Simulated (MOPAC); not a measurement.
Input for MOPAC: PM6 on ReGe, 2S+1 = 4, a spin state set in the input, which need not be the lowest, a point of a bond scan (R = 2.367 Å).

```
PM6 1SCF PRECISE CHARGE=0 UHF MS=1.5 THREADS=1
GeRe

Re     0.00000000 1     0.00000000 1     0.00000000 1
Ge     0.00000000 1     0.00000000 1     2.36718400 1
```

Program output:

```
*******************************************************************************
 **                                                                           **
 **                              MOPAC v23.2.5                                **
 **                                                                           **
 *******************************************************************************
 ** MOPAC's Digital Object Identifier: https://doi.org/10.5281/zenodo.6511958 **
 **                                                                           **
 ** Please cite the open-source release paper for use of this MOPAC version:  **
 ** J. E. Moussa and J. J. P. Stewart (2026)                                  **
 ** MOPAC: An open-source semiempirical molecular orbital program             **
 ** J. Open Source Softw., 11(119), 8025, https://doi.org/10.21105/joss.08025 **
 *******************************************************************************

                              PM6 CALCULATION RESULTS

 *******************************************************************************
 *  PM6        - The PM6 Hamiltonian to be used
 *  UHF        - UNRESTRICTED HARTREE-FOCK CALCULATION
 *
 *
 *
 *                 CHARGE ON SYSTEM = 0
 *
 *
 *
 *  MS=        - IN MECI, MAGNETIC COMPONENT OF SPIN =  1.5
 *  PRECISE    - TIGHTER CRITERIA TO BE USED
 *  1SCF       - DO 1 SCF AND THEN STOP
 *  THREADS=1  - MULTI-THREADING NOT USED
 *  T=         - A TIME OF 172800.0 SECONDS REQUESTED
 *  DUMP=N     - RESTART FILE WRITTEN EVERY 7200.0 SECONDS REQUESTED
 *******************************************************************************
PM6 1SCF PRECISE CHARGE=0 UHF MS=1.5 THREADS=1
 GeRe

   ATOM   CHEMICAL          X               Y               Z
  NUMBER   SYMBOL      (ANGSTROMS)     (ANGSTROMS)     (ANGSTROMS)

     1      Re          0.00000000  *   0.00000000  *   0.00000000  *
     2      Ge          0.00000000  *   0.00000000  *   2.36718400  *



          CARTESIAN COORDINATES

    NO.       ATOM           X           Y           Z

     1        Re          0.0000      0.0000      0.0000
     2        Ge          0.0000      0.0000      2.3672

 General Reference for PM6:
 "Optimization of Parameters for Semiempirical Methods V: Modification of NDDO Approximations
 and Application to 70 Elements", J. J. P. Stewart, J. Mol. Mod., 13, 1173-1213 (2007)
 URL: https://link.springer.com/article/10.1007/s00894-007-0233-4

           Empirical Formula: Re Ge  =     2 atoms



      MOLECULAR POINT GROUP   :   C*v


          UHF CALCULATION, NO. OF ALPHA ELECTRONS =    7
                           NO. OF BETA  ELECTRONS =    4

 -------------------------------------------------------------------------------
 PM6 1SCF PRECISE CHARGE=0 UHF MS=1.5 THREADS=1
 GeRe



     1SCF WAS SPECIFIED, SO BFGS WAS NOT USED
     SCF FIELD WAS ACHIEVED


                              PM6 CALCULATION
                                                       MOPAC v23.2.5 Linux




          FINAL HEAT OF FORMATION =        209.22211 KCAL/MOL =     875.38533 KJ/MOL


          COSMO AREA              =        116.36 SQUARE ANGSTROMS
          COSMO VOLUME            =        110.91 CUBIC ANGSTROMS

          IONIZATION POTENTIAL    =          7.089166 EV
          ALPHA SOMO LUMO (EV)    =         -8.563 -1.357
          BETA  SOMO LUMO (EV)    =         -7.089 -1.868
          NO. OF ALPHA ELECTRONS  =          7
          NO. OF BETA  ELECTRONS  =          4
          MOLECULAR WEIGHT        =        258.7970         POINT GROUP:  C*v

          MOLECULAR DIMENSIONS (Angstroms)

            Atom       Atom       Distance
           Ge     2   Re     1     2.36718
           Ge     2   Re     1     0.00000
           Re     1   Ge     2     0.00000


          SCF CALCULATIONS        =          1





   ATOM   CHEMICAL          X               Y               Z
  NUMBER   SYMBOL      (ANGSTROMS)     (ANGSTROMS)     (ANGSTROMS)

     1      Re          0.00000000  *   0.00000000  *   0.00000000  *
     2      Ge          0.00000000  *   0.00000000  *   2.36718400  *

                             CARTESIAN COORDINATES

   1   Re        0.000000000     0.000000000     0.000000000
   2   Ge        0.000000000     0.000000000     2.367184000


           Empirical Formula: Re Ge  =     2 atoms



      MOLECULAR POINT GROUP   :   C*v


          ALPHA EIGENVALUES
 -15.04290  -9.74343  -8.90284  -8.90284  -8.56342  -8.56287  -8.56287  -1.35714
  -1.08815  -1.08815   0.27001   0.27001   1.53598


           BETA EIGENVALUES
 -14.93771  -7.47481  -7.08917  -7.08917  -1.86771  -0.23628  -0.23628  -0.15576
  -0.15576   0.11433   2.89757   2.89757   3.90096


              NET ATOMIC CHARGES AND DIPOLE CONTRIBUTIONS

  ATOM NO.   TYPE          CHARGE      No. of ELECS.   s-Pop       p-Pop       d-Pop
    1         Re          -0.398627        7.3986     1.96902     0.37137     5.05824
    2         Ge           0.398627        3.6014     1.66323     1.93814
 DIPOLE           X         Y         Z       TOTAL
 POINT-CHG.     0.000     0.000     4.532     4.532
 HYBRID         0.000     0.000    -0.219     0.219
 SUM            0.000     0.000     4.314     4.314


          ATOMIC ORBITAL ELECTRON POPULATIONS

     Atom    s        px        py        pz      x^2-y^2     xz        z^2       yz        xy
    1 Re   1.96902   0.02703   0.02703   0.31730   1.00000   1.02082   1.01661   1.02082   1.00000
    2 Ge   1.66323   0.95215   0.95215   0.03384


                    (SZ)    =    1.500000
                    (S**2)  =    5.529556


          ATOMIC ORBITAL SPIN POPULATIONS

    Atom   Total    s     px     py     pz   x^2-y^2  xz     z^2    yz     xy
         Atomic
    1 Re  4.9063  0.022 -0.008 -0.008  0.126  1.000  0.929  0.917  0.929  1.000
    2 Ge -1.9063 -0.058 -0.921 -0.921 -0.007

 **********************
 *                    *
 * JOB ENDED NORMALLY *
 *                    *
 **********************




 == MOPAC DONE ==
```

The run finished. Its determinant has ⟨S²⟩ = 5.53, a mixture of spin states.

Cost: around 0.03 core-seconds (rough).
